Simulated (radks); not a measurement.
Values are calculated unless marked as measured or tabulated.
Task: The mean radii <r> (bohr) of the occupied orbitals of an atom or ion are listed with their occupations. Level of theory: Dirac Kohn-Sham, PBE, spin-unpolarised, spherical densities, finite nucleus; Fermi nuclear charge, rms radius of each element as measured or else 0.836 A^(1/3) + 0.57 fm (a radial shooting solver on a logarithmic mesh with Libxc functionals).

orbital  occ.      <r>
1s1/2       2  0.01857

Name the element and its charge. Open shells, if any, fill j = l - 1/2 first.

Result: Z = 73, tantalum, charge +71: Ta71+ in [He]. The 1s radius gives Z: for a bare nucleus <r> = (2 gamma + 1)/(2Z) with gamma = sqrt(1 - (Z/c)^2), 0.01844 bohr for Z = 73, and screening makes it slightly larger (0.01857 here). The occupations add up to 2, and the charge is Z minus that.
